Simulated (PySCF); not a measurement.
Runs that did not reach their result, on `CO[C@@H]1CC[C@@H](F)C1` (driver script around PySCF, density fitting, GFN2-xTB geometry as the base; each input is a line of settings and coordinates in Å).

Command:
```bash
OMP_NUM_THREADS=1 python probes_run.py task.json out
```
Input:
```
{"job": {"kind": "j", "xc": "wB97X", "basis": "STO-3G", "scf": {"max_cycle": 2}}, "charge": 0, "multiplicity": 1}
C      2.657212     0.026660    -0.653159
O      1.580080     0.777417    -0.154455
C      0.511431    -0.000461     0.336407
C     -0.383240    -0.598914    -0.777225
C     -1.839605    -0.338703    -0.360589
C     -1.775682     0.212935     1.062993
F     -1.827548    -0.832188     1.971206
C     -0.422070     0.897247     1.155982
H      3.060204    -0.644107     0.115995
H      3.422248     0.743983    -0.944668
H      2.369045    -0.571603    -1.525178
H      0.907249    -0.807048     0.972294
H     -0.155951    -0.098719    -1.718548
H     -0.191576    -1.663796    -0.899164
H     -2.306902     0.401911    -1.008204
H     -2.441926    -1.245590    -0.384286
H     -2.617844     0.862811     1.321854
H     -0.464557     1.877710     0.683707
H     -0.090371     1.009705     2.185845
```

Output:
```
final grid: 149152 points
cycle   1  E = -404.8513915652  dE =  1.500e+00  |g| = 5.894e-01  |ddm| = 5.337e+00
cycle   2  E = -404.9450986440  dE = -9.371e-02  |g| = 3.669e-01  |ddm| = 1.301e+00
SCF not converged, last energy = -404.9450986440
```

Time: 1.3 s of wall time; peak memory 0.61 GiB. Hardware: an Intel Xeon 6975P-C with one thread (shared host).

What went wrong, and what mends it?

The cap of 2 cycles ended the SCF with an orbital gradient of 3.7e-01, before the energy threshold of 1e-09 Eh and the gradient threshold (its square root) were both met. Raise the cap. Its energy and orbitals aren't self-consistent and shouldn't be used.

Input:
```
{"job": {"kind": "nmr", "xc": "PBE0", "basis": "cc-pVDZ-PP", "pop": false, "gauge": [0, 0, 0], "scf": {"max_cycle": 58}}, "charge": 0, "multiplicity": 1}
(coordinates as above)
```

Output:
```
KeyError: 'Element c (Z=6) not found in basis cc-pVDZ-PP version 0'
```

Diagnose the run.

The basis cc-pVDZ-PP in the Basis Set Exchange has no functions for carbon, so the input was refused before any integral. Choose a basis that covers all elements. The run gave no result.
